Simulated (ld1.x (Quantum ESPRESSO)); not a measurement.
## nitrogen: one change to a TM potential, before and after

* Element: N
* Generator: ld1.x (Quantum ESPRESSO) 7.5
* Type: norm-conserving Troullier–Martins (Kleinman–Bylander form)
* Functional: PBE
* Relativity: scalar-relativistic
* Frozen core: [He]
* Valence charge: 5
* Reference configuration: 2s1.75 2p3.25
* Partial waves: 2p (bound): rc 1.90 bohr; 2s (bound): rc 0.70 bohr
* Local potential: the s channel
* Core correction: a·sin(br)/r model core inside 0.40 bohr

Change: core correction a·sin(br)/r model core inside 0.36 bohr.

Cutoffs: the cutoffs (Ry, on a coarse ladder) from which the occupation-weighted sum of valence levels, in a spherical-Bessel basis at the reference potential, stays within 10 and 1 mRy of its value at 400 Ry; they do not see the model core or the augmentation charge, which bear on the density cutoff. Errors are all-electron minus pseudo energies relative to the spin-unpolarised reference configuration.

Q: What does the change do?

A: The potential gets neither clearly harder nor softer (120 Ry and 300 Ry → 120 Ry and 300 Ry); the errors of the 7 common tests hardly move; neither file shows a bound ghost. A model core, the more so a compact one, raises the density cutoff, which this test does not measure.

```tsv
quantity	base	changed
cutoff, loose	120 Ry	120 Ry
cutoff, tight	300 Ry	300 Ry
bound ghosts	none	none
error for 2s2 2p3, meV [ΔE -2.87 eV]	-0.2	-0.2
error for 2s2 2p2, meV [ΔE 10.72 eV]	+53	+53
error for 2s2 2p1, meV [ΔE 39.57 eV]	+388	+387
error for 2s0 2p5, meV [ΔE 20.17 eV]	-5.7	-6.2
error for 2s2 2p3.3, meV [ΔE -4.49 eV]	-2.4	-2.4
error for 2s1 2p0, meV [ΔE 164.47 eV]	+2499	+2484
error for 2s1 2p4, meV [ΔE 8.63 eV]	-1.1	-1.2
s: phases at 2.06 bohr within 0.05 rad from the reference energy up to (Ry; the scan ends near 5)	2.9	2.9
p: phases at 2.06 bohr within 0.05 rad from the reference energy up to (Ry; the scan ends near 5)	2.1	2.1
```
